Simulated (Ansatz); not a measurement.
C3H5FSi can be A, `FC1C=C[SiH2]1`, or B, `C#CC[SiH2]F`.

Calculated with Ansatz (gas phase, PBE0-D4/def2-TZVP geometries, no zero-point term in ΔE). CCSD(T)/CBS is the MP2 limit (def2-TZVPP, def2-QZVPP) plus CCSD(T) − MP2 in def2-TZVPP, frozen cores. Functionals use def2-TZVPP. B3LYP here is the variant with VWN-RPA as its local correlation; programs differ in this. One conformer a species, not always the lowest.

(1) Which is lower in electronic energy at CCSD(T)/CBS, and by how much? (Estimate.)

(2) Give E(B) − E(A) in kJ/mol with PBE0-D4, MP2/def2-TZVPP, PBE-D4, B3LYP, CCSD/def2-TZVPP, HF/def2-TZVPP, ωB97M-V. (An estimate is asked.)

Largest T1 diagnostic: 0.012.

## Answers

(1) Ansatz gave: B, by 163.3 kJ/mol.

(2) Ansatz gave: PBE0-D4 -131.5, MP2/def2-TZVPP -175.8, PBE-D4 -129.3, B3LYP -161.0, CCSD/def2-TZVPP -164.1, HF/def2-TZVPP -179.2, ωB97M-V -150.4. None reverses the order clearly.

In def2-TZVPP, CCSD(T) changes the Hartree–Fock value by +18.6 kJ/mol (the triples alone add +3.4 kJ/mol) and MP2 by +3.4 kJ/mol.
